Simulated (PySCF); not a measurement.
Computed Raman spectrum (relative Raman activity) of a molecule C2H4BNO2. The structure is a stationary point at B3LYP-D3(BJ)/def2-SVP. The values are those of a single conformer. Level of theory: PySCF with B3LYP-D3(BJ)/def2-SVP. Harmonic, unscaled wavenumbers; measured fundamentals usually lie a few per cent lower.

Lines under 2 % of the strongest are left out, and lines within 2 cm⁻¹ are merged.

```
ν (cm⁻¹)  relative intensity
--------  ------------------
425                      2.1
912                      4.3
1141                     2.6
1387                     8.9
1469                      13
1474                      13
1493                     6.1
1626                      34
2474                     4.7
2587                      48
3021                     100
3112                      46
3118                      65
```

Question: Which molecule gave these data?
A) CC1=NB(O)O1
B) CB(O)N=C=O
C) OB1COC=N1
D) COBN=C=O

Answer: D, COBN=C=O
